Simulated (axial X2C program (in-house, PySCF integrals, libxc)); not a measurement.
# Potential curves of OsBr, non-relativistic

Calculated with an axial X2C code built on PySCF integrals. The Hamiltonian is the X2C one with the speed of light multiplied by 100, which is the non-relativistic limit. Basis: Os dyall-v2z [10s9p7d5f], Br dyall-v2z [7s7p4d] (cores contracted in-house); Gaussian nuclei, density fitting, unrestricted open shells. Masses: Os 191.961 u, Br 78.918 u.

State: M_S = 3/2, Λ = 3 (beyond evenly filled blocks: σα, π+α, π+β, π-α, δ+α, δ+β, δ-α). Energies in cm⁻¹ from the fragments at the same level (Os + Br). Fits are polynomials in 1 − R0/R over 0.85 to 1.23 times the lowest point R0.

```tsv
R (Å)	HF	PBE0	PBEsol
2.1419	-4686	-19790	-25208
2.2404	-10757	-23819	-28607
2.3143	-13772	-25475	-29831
2.3881	-15791	-26291	-30252
2.4620	-17044	-26484	-30092
2.5482	-17763	-26140	-29389
2.6343	-17885	-25364	-28310
2.7451	-17417	-23950	-26587
2.8805	-16218	-21858	-24229
3.0775	-13807	-18544	-20715
```

The state is one determinant whose occupation by symmetry is held fixed; it was picked as the lowest of a PBE0 search that is not exhaustive. Dissociation energies refer to the lowest single-determinant-based atoms at the same level and basis. PBE0 can misorder states that lie within some tenths of an eV, so this need not be the ground state of the molecule. The nearest other spin-free determinant of the search, M_S = 3/2, Λ = 0, lies 0.08 eV up at the distance of the search. Without a current term, density functionals place determinants with orbital angular momentum somewhat too high. At some level and bond length an empty orbital lies below a filled one.

Q: Fit the HF curve near its minimum: give the equilibrium distance, the harmonic wavenumber and the well depth.

A: At HF, non-rel.: Re = 2.611 Å, ωe ≈ 196 cm⁻¹, De = 2.22 eV to Os + Br; Be follows as 0.0442 cm⁻¹.

Q: Fit the PBE0 curve near its minimum: give the equilibrium distance, the harmonic wavenumber and the well depth.

A: At PBE0, non-rel.: Re = 2.453 Å, ωe ≈ 229 cm⁻¹, De = 3.28 eV to Os + Br; Be follows as 0.0501 cm⁻¹.

Q: What are Re, ωe and De at the PBEsol level?

A: At PBEsol, non-rel.: Re = 2.401 Å, ωe ≈ 245 cm⁻¹, De = 3.75 eV to Os + Br; Be follows as 0.0523 cm⁻¹.
